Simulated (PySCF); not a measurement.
An excited-state job on `CCC[NH][GeH2][C]#N`.

Computed with TDDFT wB97X-D/def2-SVPD, vertical, gas phase, core orbitals frozen in the response (PySCF 2.14.0, density-fitted response routines). Geometry: GFN2-xTB. The command runs a driver script over a list of jobs; the input below is this job's line of settings and its coordinates in Å.

Command:
```bash
OMP_NUM_THREADS=1 python probes_run.py task.json out
```

Input:
```
{"job": {"kind": "uv", "xc": "wB97X-D", "basis": "def2-SVPD", "nstates": 8, "ntriplets": 3}, "charge": 0, "multiplicity": 1}
C     -2.185623     0.475837     0.218913
C     -1.174260    -0.635757     0.467403
C     -0.204146    -0.821979    -0.702890
N      0.613528     0.340919    -1.005319
Ge     1.917414     0.910262     0.108012
C      2.982705    -0.649161     0.436506
N      3.610792    -1.581755     0.650883
H     -1.685744     1.438810     0.119991
H     -2.885417     0.545823     1.048002
H     -2.749085     0.281553    -0.691882
H     -0.593274    -0.409367     1.367916
H     -1.697185    -1.579537     0.632931
H      0.478343    -1.643936    -0.465376
H     -0.762846    -1.094637    -1.603756
H      0.060339     1.072466    -1.431144
H      2.720098     1.927473    -0.642960
H      1.547365     1.435016     1.482858
```

Output:
```
coarse grid: 63096 points
cycle   1  E = -2344.3771882491  dE =  1.113e-01  |g| = 6.446e-01  |ddm| = 5.417e+00
cycle   2  E = -2344.3259182816  dE =  5.127e-02  |g| = 8.621e-01  |ddm| = 1.997e+00
cycle   3  E = -2344.4650883300  dE = -1.392e-01  |g| = 1.168e-01  |ddm| = 1.015e+00
cycle   4  E = -2344.4674423022  dE = -2.354e-03  |g| = 5.390e-02  |ddm| = 1.750e-01
cycle   5  E = -2344.4679876235  dE = -5.453e-04  |g| = 9.482e-03  |ddm| = 9.524e-02
cycle   6  E = -2344.4680101875  dE = -2.256e-05  |g| = 3.443e-03  |ddm| = 2.677e-02
cycle   7  E = -2344.4680130963  dE = -2.909e-06  |g| = 8.743e-04  |ddm| = 1.596e-02
final grid: 133576 points
cycle   8  E = -2344.4675805039  dE = -1.952e-06  |g| = 9.936e-04  |ddm| = 1.474e-02
cycle   9  E = -2344.4675805427  dE = -3.872e-08  |g| = 9.743e-04  |ddm| = 4.857e-03
cycle  10  E = -2344.4675806938  dE = -1.512e-07  |g| = 1.143e-04  |ddm| = 1.017e-03
cycle  11  E = -2344.4675806967  dE = -2.917e-09  |g| = 9.306e-05  |ddm| = 6.189e-04
cycle  12  E = -2344.4675806986  dE = -1.851e-09  |g| = 2.436e-05  |ddm| = 2.974e-04
cycle  13  E = -2344.4675806988  dE = -1.719e-10  |g| = 9.484e-06  |ddm| = 9.794e-05
converged SCF energy = -2344.4675806988

Static polarisability (au): isotropic 86.394, principal 75.627 85.692 97.862

Singlet excitations
state   eV       nm        f      main configurations
  1   5.8334    212.5   0.01422   H->L 0.95
  2   6.6373    186.8   0.00383   H->L+1 0.49, H->L+2 0.38
  3   6.9787    177.7   0.02832   H->L+2 0.48, H->L+1 0.41
  4   7.1095    174.4   0.02233   H->L+3 0.85
  5   7.3363    169.0   0.00244   H-1->L 0.38, H-3->L 0.14
  6   7.4630    166.1   0.01937   H->L+4 0.47, H->L+5 0.29
  7   7.7393    160.2   0.00441   H-3->L+1 0.13, H-1->L+2 0.11, H-2->L 0.10
  8   7.8267    158.4   0.00264   H-3->L+2 0.11, H-4->L+2 0.10, H-1->L+1 0.09

Triplet excitations (Tamm-Dancoff, eV): 5.5213 6.2136 6.5188
```

The SCF starts on a coarse grid where the log names one; the energy can jump when the final grid takes over, and dE then counts from the start density on the new grid. H and L stand for HOMO and LUMO; the number after each pair is its weight.

Question: How does the lowest singlet excitation compare with the HOMO–LUMO gap?

Answer: HOMO -9.07 eV and LUMO 1.21 eV give a gap of 10.28 eV; S1 at 5.83 eV lies 4.45 eV below it.

Question: Give S1 in cm⁻¹ and kJ/mol.

Answer: 5.8334 eV × 8065.54 = 47050 cm⁻¹; × 96.485 = 562.8 kJ/mol.

In short: HOMO -9.07 eV, LUMO 1.21 eV; lowest singlet 5.83 eV; lowest triplet 5.52 eV (Tamm–Dancoff); mean polarisability 86.4 au.

 Relativistic effects, spin–orbit coupling among them, are left out although an element past zinc is present.

Question: Estimate the wall time. Hardware: one thread, Intel Xeon at 2.50 GHz (x86_64), no GPU (shared host). And the peak memory of the process?

Answer: About 2.7 min, with 1.0 GiB resident at the peak, the Python interpreter and its libraries included.

One conformer stands for the species.
Labels such as C1 count atoms from 1, the log's own numbers from 0.

wB97X-D is run here without its empirical dispersion term; that term would change no orbital, density or response property at a fixed geometry.
